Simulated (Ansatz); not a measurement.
Task: Predict a relaxed structure of `c1ccc(-c2ccc(-c3ccc(-c4ccccc4)cc3)cc2)cc1`, charge 0, singlet, at r2SCAN-D4/def2-SVP (Ansatz).

Result: 
```xyz
42

C    -7.044    2.052   -2.920
C    -6.573    2.634   -1.739
C    -5.328    2.272   -1.223
C    -4.524    1.318   -1.876
C    -3.204    0.933   -1.329
C    -2.381    1.873   -0.679
C    -1.138    1.512   -0.165
C    -0.659    0.192   -0.273
C     0.659   -0.192    0.274
C     0.877   -1.469    0.827
C     2.119   -1.830    1.343
C     3.204   -0.933    1.328
C     4.524   -1.318    1.875
C     4.624   -2.156    3.003
C     5.869   -2.518    3.519
C     7.044   -2.052    2.920
C     6.961   -1.219    1.799
C     5.716   -0.855    1.283
C     2.987    0.343    0.774
C     1.744    0.705    0.260
C    -1.483   -0.748   -0.921
C    -2.725   -0.386   -1.438
C    -5.012    0.739   -3.064
C    -6.256    1.103   -3.580
H    -8.020    2.336   -3.325
H    -7.185    3.371   -1.209
H    -4.983    2.714   -0.283
H    -2.716    2.911   -0.591
H    -0.533    2.264    0.348
H     0.051   -2.185    0.870
H     2.257   -2.835    1.751
H     3.712   -2.504    3.497
H     5.922   -3.163    4.402
H     8.020   -2.336    3.325
H     7.874   -0.856    1.317
H     5.664   -0.226    0.389
H     3.804    1.070    0.762
H     1.616    1.699   -0.178
H    -1.135   -1.779   -1.039
H    -3.346   -1.146   -1.921
H    -4.392    0.017   -3.604
H    -6.610    0.647   -4.510
```
Point group D2 (tolerance 0.1 Å). This is one stationary point.

Single mean-field runs in def2-SVP are fitted with def2-universal-jkfit.
